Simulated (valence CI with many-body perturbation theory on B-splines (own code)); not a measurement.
## Lu XLVIII: E2, M1 decay

Computed by valence CI with perturbative core correlation (CI+MBPT): six valence electrons over a frozen Dirac-Fock core [Ar], radial functions for each j: 7 s, 7 p, 8 d, 6 f, 4 g, 1 h, with the one-electron correlation potential Σ1, the two-electron term Σ2, the three-electron term Σ3, Breit, model QED; selected CI, second order for the rest, scaled by the run's own slope (own B-spline code, finite nucleus).

No measured spectrum was set against this ion. As an estimate, large intervals hold to a few tenths of a per cent, small ones and those within an open d or f shell to about a per cent. Core correlation moves these levels by up to 14000 cm⁻¹, and in measured spectra 5 to 20 % of such shifts remained as error; rates that hang on mixing are uncertain with them. Among the levels kept, up to 1000 cm⁻¹ of a level comes from second order outside the variational space, and about a tenth of that is noise between levels of different J, which matters for small intervals. The list stops below the first excitations out of the core. Only levels of the ground parity were solved; by the run's estimate the other parity begins above the list, which can be wrong where configurations are misplaced.

Lines 51 to 100 of 111 in falling wavelength, among levels below 1947300 cm⁻¹, chosen from the decays that carry over 1 % of a level's rate. Wavelengths and rates use the calculated energies. Electric multipoles are in the length gauge with retardation, E1 and E2 with the static RPA response of the core. M1 uses the relativistic operator with retardation. Weak lines are less certain than strong ones. Lines between different terms over intervals too small for the method are left out, as are lines whose strength nearly cancels. The highest levels of a list are the least certain. Branching is blank where the lifetime is uncertain.

Levels are named by their leading jj configuration (3d3/2^4 stands for four electrons in 3d with j = 3/2), which in mixed levels can hold well under half, so a name can repeat and another be missing. Letters in brackets count levels of one name in rising energy.

| λ vac (nm) | Upper | Lower | Type | A (s⁻¹) | Branch % |
| --- | --- | --- | --- | --- | --- |
| 21.23 | (3d3/2^2 3d5/2^4) J=2 [c] | (3d3/2^3 3d5/2^3) J=1 [b] | M1 | 4.68e+05 | 16.2 |
| 21.12 | (3d3/2^2 3d5/2^4) J=2 [c] | (3d3/2^3 3d5/2^3) J=2 [b] | M1 | 9.97e+05 | 34.5 |
| 21.08 | (3d3/2^3 3d5/2^3) J=2 [a] | (3d3/2^4 3d5/2^2) J=2 | M1 | 1.11e+06 | 99.7 |
| 20.96 | (3d3/2 3d5/2^5) J=1 | (3d3/2^2 3d5/2^4) J=0 [a] | M1 | 1.34e+06 | 19.4 |
| 20.85 | (3d3/2^2 3d5/2^4) J=1 | (3d3/2^3 3d5/2^3) J=2 [a] | M1 | 3.52e+05 | 14.1 |
| 20.78 | (3d3/2^3 3d5/2^3) J=6 | (3d3/2^4 3d5/2^2) J=4 | E2 | 1.46e+01 | 100.0 |
| 20.77 | (3d3/2^3 3d5/2^3) J=5 | (3d3/2^4 3d5/2^2) J=4 | M1 | 3.57e+05 | 99.5 |
| 20.70 | (3d3/2^2 3d5/2^4) J=4 [b] | (3d3/2^3 3d5/2^3) J=3 [b] | M1 | 2.79e+05 | 17.4 |
| 20.67 | (3d3/2^2 3d5/2^4) J=6 | (3d3/2^3 3d5/2^3) J=5 | M1 | 3.26e+05 | 29.4 |
| 20.66 | (3d3/2^2 3d5/2^4) J=6 | (3d3/2^3 3d5/2^3) J=6 | M1 | 7.82e+05 | 70.6 |
| 20.62 | (3d3/2^3 3d5/2^3) J=3 [b] | (3d3/2^4 3d5/2^2) J=2 | M1 | 1.68e+05 | 21.6 |
| 20.55 | (3d3/2^2 3d5/2^4) J=4 [a] | (3d3/2^3 3d5/2^3) J=4 [a] | M1 | 2.60e+06 | 79.3 |
| 20.46 | (3d3/2^2 3d5/2^4) J=4 [c] | (3d3/2^3 3d5/2^3) J=3 [c] | M1 | 7.90e+05 | 42.3 |
| 20.31 | (3d3/2^2 3d5/2^4) J=2 [b] | (3d3/2^3 3d5/2^3) J=3 [b] | M1 | 4.99e+05 | 26.5 |
| 20.31 | (3d3/2 3d5/2^5) J=2 | (3d3/2^2 3d5/2^4) J=1 | M1 | 1.21e+06 | 27.0 |
| 20.25 | (3d3/2 3d5/2^5) J=3 | (3d3/2^2 3d5/2^4) J=4 [b] | M1 | 4.92e+05 | 11.8 |
| 19.99 | (3d3/2^2 3d5/2^4) J=4 [a] | (3d3/2^3 3d5/2^3) J=3 [a] | M1 | 3.62e+04 | 1.1 |
| 19.94 | (3d3/2 3d5/2^5) J=1 | (3d3/2^2 3d5/2^4) J=2 [a] | M1 | 5.44e+06 | 78.8 |
| 19.88 | (3d3/2^2 3d5/2^4) J=2 [b] | (3d3/2^3 3d5/2^3) J=2 [a] | M1 | 8.85e+05 | 47.0 |
| 19.57 | (3d3/2^2 3d5/2^4) J=4 [c] | (3d3/2^3 3d5/2^3) J=4 [b] | M1 | 6.18e+05 | 33.1 |
| 19.50 | (3d3/2^2 3d5/2^4) J=3 [a] | (3d3/2^3 3d5/2^3) J=4 [a] | M1 | 1.07e+06 | 35.5 |
| 19.31 | (3d3/2^2 3d5/2^4) J=5 | (3d3/2^3 3d5/2^3) J=4 [a] | M1 | 1.02e+05 | 5.6 |
| 19.27 | (3d3/2 3d5/2^5) J=4 | (3d3/2^2 3d5/2^4) J=5 | M1 | 1.49e+06 | 31.7 |
| 19.09 | (3d3/2 3d5/2^5) J=4 | (3d3/2^2 3d5/2^4) J=3 [a] | M1 | 5.51e+04 | 1.2 |
| 18.99 | (3d3/2^2 3d5/2^4) J=3 [a] | (3d3/2^3 3d5/2^3) J=3 [a] | M1 | 1.31e+06 | 43.3 |
| 18.85 | (3d3/2 3d5/2^5) J=3 | (3d3/2^2 3d5/2^4) J=3 [b] | M1 | 5.37e+05 | 12.8 |
| 18.41 | (3d3/2^3 3d5/2^3) J=3 [b] | (3d3/2^4 3d5/2^2) J=4 | M1 | 5.89e+05 | 75.9 |
| 18.36 | (3d3/2^2 3d5/2^4) J=4 [b] | (3d3/2^3 3d5/2^3) J=5 | M1 | 1.09e+06 | 68.2 |
| 18.17 | (3d3/2 3d5/2^5) J=4 | (3d3/2^2 3d5/2^4) J=4 [a] | M1 | 2.44e+06 | 51.9 |
| 18.03 | (3d5/2^6) J=0 | (3d3/2 3d5/2^5) J=1 | M1 | 8.85e+06 | 99.5 |
| 17.91 | (3d3/2^3 3d5/2^3) J=0 | (3d3/2^4 3d5/2^2) J=2 | E2 | 2.02e+03 |  |
| 17.62 | (3d3/2^2 3d5/2^4) J=1 | (3d3/2^3 3d5/2^3) J=1 [a] | M1 | 9.43e+05 | 37.7 |
| 17.60 | (3d3/2^2 3d5/2^4) J=3 [b] | (3d3/2^3 3d5/2^3) J=4 [a] | M1 | 2.19e+05 | 10.7 |
| 17.54 | (3d3/2 3d5/2^5) J=2 | (3d3/2^2 3d5/2^4) J=3 [a] | M1 | 1.69e+06 | 37.7 |
| 17.26 | (3d3/2^2 3d5/2^4) J=2 [c] | (3d3/2^3 3d5/2^3) J=3 [b] | M1 | 1.19e+05 | 4.1 |
| 17.07 | (3d3/2 3d5/2^5) J=3 | (3d3/2^2 3d5/2^4) J=3 [a] | M1 | 1.57e+06 | 37.5 |
| 16.94 | (3d3/2^2 3d5/2^4) J=2 [c] | (3d3/2^3 3d5/2^3) J=2 [a] | M1 | 1.60e+05 | 5.5 |
| 16.92 | (3d3/2^3 3d5/2^3) J=2 [b] | (3d3/2^4 3d5/2^2) J=2 | M1 | 1.92e+05 | 73.9 |
| 16.92 | (3d3/2^2 3d5/2^4) J=2 [b] | (3d3/2^3 3d5/2^3) J=1 [a] | M1 | 2.44e+04 | 1.3 |
| 16.85 | (3d3/2^3 3d5/2^3) J=1 [b] | (3d3/2^4 3d5/2^2) J=2 | M1 | 1.02e+05 | 12.0 |
| 16.40 | (3d3/2^3 3d5/2^3) J=3 [c] | (3d3/2^4 3d5/2^2) J=2 | M1 | 2.80e+05 | 52.5 |
| 16.34 | (3d3/2 3d5/2^5) J=3 | (3d3/2^2 3d5/2^4) J=4 [a] | M1 | 3.85e+05 | 9.2 |
| 16.30 | (3d3/2^2 3d5/2^4) J=4 [c] | (3d3/2^3 3d5/2^3) J=3 [b] | M1 | 2.02e+04 | 1.1 |
| 16.17 | (3d3/2^2 3d5/2^4) J=4 [b] | (3d3/2^3 3d5/2^3) J=3 [a] | M1 | 1.27e+05 | 7.9 |
| 15.95 | (3d3/2^2 3d5/2^4) J=2 [d] | (3d3/2^3 3d5/2^3) J=3 [c] | M1 | 4.61e+05 | 25.6 |
| 15.93 | (3d3/2^2 3d5/2^4) J=2 [b] | (3d3/2^3 3d5/2^3) J=3 [a] | M1 | 3.26e+05 | 17.3 |
| 15.55 | (3d3/2^2 3d5/2^4) J=2 [d] | (3d3/2^3 3d5/2^3) J=1 [b] | M1 | 5.76e+05 | 32.0 |
| 15.53 | (3d3/2 3d5/2^5) J=2 | (3d3/2^2 3d5/2^4) J=2 [a] | M1 | 5.74e+05 | 12.8 |
| 15.49 | (3d3/2^3 3d5/2^3) J=4 [b] | (3d3/2^4 3d5/2^2) J=4 | M1 | 2.24e+04 | 45.2 |
| 15.49 | (3d3/2^2 3d5/2^4) J=2 [d] | (3d3/2^3 3d5/2^3) J=2 [b] | M1 | 1.02e+05 | 5.6 |
